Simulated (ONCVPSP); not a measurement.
Cr, ONCV: configuration errors across variants

```
Element                 : chromium (Cr)
Generator               : ONCVPSP 4.0.1
Type                    : optimised norm-conserving Vanderbilt (ONCV)
Functional              : PBE
Relativity              : scalar-relativistic
Frozen core             : [Ne]
Valence charge          : 14
Reference configuration : 3s2 3p6 3d5 4s1
Partial waves           : 3s+4s: rc 1.50 bohr, ncon 4, nbas 8, qcut 8.5 1/bohr, 2 projectors; 3p: rc 0.95 bohr, ncon 4, nbas 7, qcut 8.6 1/bohr, 1 projector; 3d: rc 1.95 bohr, ncon 3, nbas 7, qcut 8.7 1/bohr, 2 projectors, debl 3.5 Ha
Local potential         : polynomial inside 0.80 bohr (lpopt 5, dvloc0 0 Ha)
Core correction         : Teter function, fcfact 5.5, rcfact 1.3
```

All-electron excitation energies from the reference (eV): (1) 3s2 3p6 3d5 4s0 6.902; (2) 3s2 3p6 3d4 4s0 22.954; (3) 3s2 3p6 3d4 4s2 -0.099.

Errors AE − PS in meV (a dash: test not solved or not reliable):

| change | (1) | (2) | (3) | bound ghosts | GHOST(+) flags above zero |
| --- | --- | --- | --- | --- | --- |
| base | +5.7 | +8.8 | +39 | none | s |
| local potential polynomial inside 0.80 bohr (lpopt 5, dvloc0 -2.5 Ha) | +5.7 | +11 | +40 | none | s |
| local potential polynomial inside 0.80 bohr (lpopt 5, dvloc0 2 Ha) | +5.7 | +8.0 | +39 | none | s |
| local potential polynomial inside 0.80 bohr (lpopt 5, dvloc0 4.5 Ha) | +5.7 | +7.5 | +39 | none | none |
| local potential polynomial inside 0.80 bohr (lpopt 5, dvloc0 7 Ha) | +5.7 | +7.1 | +38 | none | none |
| local potential polynomial inside 0.80 bohr (lpopt 5, dvloc0 9 Ha) | +5.7 | +6.9 | +38 | none | none |

Q: Give the same row for: local potential polynomial inside 0.80 bohr (lpopt 5, dvloc0 1 Ha).

A: +5.7, +8.4, +39; bound ghosts: none; GHOST(+) flags above zero: s.
